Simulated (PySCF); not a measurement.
**From computed data to an observable: oscillator strength and radiative lifetime**

C3H4BF3, SMILES C/C(=C/F)B(F)F.

The structure is a stationary point at ωB97X-D3(BJ)/def2-SVP. The structure was generated by enumeration; whether it is a known compound was not checked. The values are those of a single conformer.

TDA-PBE/def2-SVPD run with PySCF puts the first singlet state with f over 0.02 at 6.01 eV (vertical), with the transition dipole (0.308, 1.273, -0.101) in atomic units.

Q: Find the oscillator strength, the wavelength and the radiative lifetime that this transition would have in vacuum if emission retraced absorption.

A: 
|μ|² = 1.7256 au, so |μ| = 3.34 D. ΔE = 6.01/27.211 = 0.2209 hartree. f = (2/3) ΔE |μ|² = 0.254 (the program prints 0.254).
λ = 1239.84/6.01 = 206 nm; ν = 48474 cm⁻¹.
Einstein's coefficient A = 0.6670 ν² f s⁻¹ (ν in cm⁻¹) = 4.0e8 s⁻¹, so τ = 1/A = 2.5 ns. This state is S1. The figure is the radiative limit of this one transition; relaxation, internal conversion, crossing to triplets and a medium change what is measured.
